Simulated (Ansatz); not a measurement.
Computed with Ansatz on PBE0-D4/def2-TZVP structures; ΔE is electronic, products minus reactants. CCSD(T)/CBS adds triple-zeta CCSD(T) − MP2 to the extrapolated MP2 energy (def2 sets, frozen cores). DFT in def2-TZVPP. Each species was taken in one conformer, which may not be the lowest.

`O[P]([AlH2])[SiH3]` + `O[SiH3]` → `[AlH2][O][SiH3]` + `OP[SiH3]`  (cleavage of the Al–P bond)

`O[P]([AlH2])[SiH3]`:

```xyz
10

O    -0.341   -1.849   -0.872
P    -0.250   -0.186   -1.087
Al    1.920    0.281   -0.423
Si   -1.221    0.601    0.787
H    -0.987   -2.210   -1.485
H     3.011   -0.865   -0.347
H     2.246    1.808   -0.149
H    -2.660    0.225    0.784
H    -0.630    0.114    2.066
H    -1.088    2.082    0.727
```

`O[SiH3]`:

```xyz
6

O    -0.528    1.167   -0.050
Si    0.203   -0.293    0.170
H    -0.969    1.325   -0.885
H    -0.771   -1.416    0.076
H     0.792   -0.252    1.528
H     1.272   -0.531   -0.838
```

`[AlH2][O][SiH3]`:

Cartesian coordinates in Å:
```
Al -1.018 0.489 1.490
O -0.109 0.034 0.151
Si 0.781 -0.377 -1.143
H -0.980 -0.444 2.763
H -1.860 1.822 1.396
H -0.025 -1.221 -2.064
H 1.984 -1.143 -0.720
H 1.226 0.840 -1.872
```

`OP[SiH3]`:

Z-matrix (Å, degrees):
```
Si
P 1 2.260
H 1 1.487 2 112.7
H 1 1.486 2 109.2 3 -121.7
H 1 1.488 2 106.5 3 120.4
O 2 1.666 1 99.0 3 45.3
H 2 1.427 1 92.7 3 -54.8
H 6 0.960 2 109.1 1 143.7
```

| level | ΔE (eV) |
| --- | --- |
| PBE-D4 | -1.01 |
| r2SCAN-D4 | -1.19 |
| r2SCANh-D4 | -1.20 |
| PBE-QIDH | -1.21 |
| PBE0 | -1.11 |
| MP2/def2-SVP | -1.38 |
| MP2/def2-QZVPP | -1.29 |
| CCSD/CBS(def2) | -1.30 |

Question: What does CCSD(T)/CBS give? (Best estimate.)

Answer: Computed: -1.24 eV. The listed levels differ from it by 0.23, 0.05, 0.04, 0.03, 0.13, -0.14, -0.05, -0.06 eV.

Largest T1 diagnostic among the species: 0.014.

From r2SCAN to r2SCAN0 (25 % exact exchange), in def2-TZVPP and without D4, ΔE moves by −0.03 eV. Leaving LDA and LC-ωPBE aside and taking each functional with its dispersion term where it has one, the values, not all of them listed here, spread over 0.35 eV, from CAM-B3LYP-D4 to revPBE-D4.
